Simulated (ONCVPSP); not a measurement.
# Which change was made? (Ho, ONCV)

| Item | Value |
| --- | --- |
| Element | holmium |
| Generator | ONCVPSP 4.0.1 |
| Type | optimised norm-conserving Vanderbilt (ONCV) |
| Functional | PBEsol |
| Relativity | scalar-relativistic |
| Frozen core | [Kr] 4d10 |
| Valence charge | 21 |
| Reference configuration | 4f11 5s2 5p6 6s2 |
| Partial waves | 5s+6s: rc 2.05 bohr, ncon 4, nbas 7, qcut 5.2 1/bohr, 2 projectors; 5p: rc 2.20 bohr, ncon 4, nbas 7, qcut 7.6 1/bohr, 1 projector; d scattering state at 0.38 Ha: rc 2.00 bohr, ncon 4, nbas 8, qcut 4.9 1/bohr, 2 projectors, debl 0.4 Ha; 4f: rc 1.15 bohr, ncon 5, nbas 9, qcut 14 1/bohr, 2 projectors, debl 0.5 Ha |
| Local potential | polynomial inside 0.85 bohr (lpopt 5, dvloc0 0 Ha) |
| Core correction | polynomial model core, fcfact 0.4 |

In the d channel the program set the typed energies aside and used 0.050, 0.450 Ha.

Cutoffs, loose and tight: the cutoffs (Ha) at which the residual kinetic energy of the hardest occupied pseudo-wave falls to 1 and 0.1 mHa per electron. They do not see the model core or the augmentation charge, which bear on the density cutoff. Test errors are all-electron minus pseudo excitation energies from the reference, over the configurations 4f11 5s2 5p6 6s1; 4f11 5s2 5p6 6s0; 4f10 5s2 5p6 6s0; 4f11 5s2 5p6 5d0.5 6s1.5; variants that change the core or the reference have their own tests.

The base gives: outcome: generated, projector energies reset by the program; cutoff, loose: 98 Ha; cutoff, tight: 247 Ha; bound ghosts: s, p; GHOST(+) flags above zero: none; largest test error (meV): tests left out (the all-electron energies of this program are off by 10 to 40 meV for near-neutral 4f atoms).

(1) After one change the result is: outcome: generated, projector energies reset by the program; cutoff, loose: 87 Ha; cutoff, tight: 103 Ha; bound ghosts: s; GHOST(+) flags above zero: none; largest test error (meV): tests left out (the all-electron energies of this program are off by 10 to 40 meV for near-neutral 4f atoms). Which change was it?
A. all radii but the core radius scaled by about 0.83 (s 1.70, p 1.82, d 1.66, f 0.94 bohr); local potential polynomial inside 0.70 bohr (lpopt 5, dvloc0 0 Ha)
B. all radii but the core radius scaled by about 1.11 (s 2.28, p 2.44, d 2.22, f 1.28 bohr); local potential polynomial inside 0.94 bohr (lpopt 5, dvloc0 0 Ha)
C. all radii but the core radius scaled by about 0.91 (s 1.86, p 2.00, d 1.82, f 1.04 bohr); local potential polynomial inside 0.78 bohr (lpopt 5, dvloc0 0 Ha)

Answers

(1) B. The others give: all radii but the core radius scaled by about 0.91 (s 1.86, p 2.00, d 1.82, f 1.04 bohr); local potential polynomial inside 0.78 bohr (lpopt 5, dvloc0 0 Ha) → outcome: generated, projector energies reset by the program; cutoff, loose: 260 Ha; cutoff, tight: 322 Ha; bound ghosts: s, p; GHOST(+) flags above zero: d; largest test error (meV): tests left out (the all-electron energies of this program are off by 10 to 40 meV for near-neutral 4f atoms) | all radii but the core radius scaled by about 0.83 (s 1.70, p 1.82, d 1.66, f 0.94 bohr); local potential polynomial inside 0.70 bohr (lpopt 5, dvloc0 0 Ha) → outcome: generated, projector energies reset by the program; cutoff, loose: 361 Ha; cutoff, tight: 413 Ha; bound ghosts: s, p; GHOST(+) flags above zero: s, d, f; largest test error (meV): tests left out (the all-electron energies of this program are off by 10 to 40 meV for near-neutral 4f atoms).
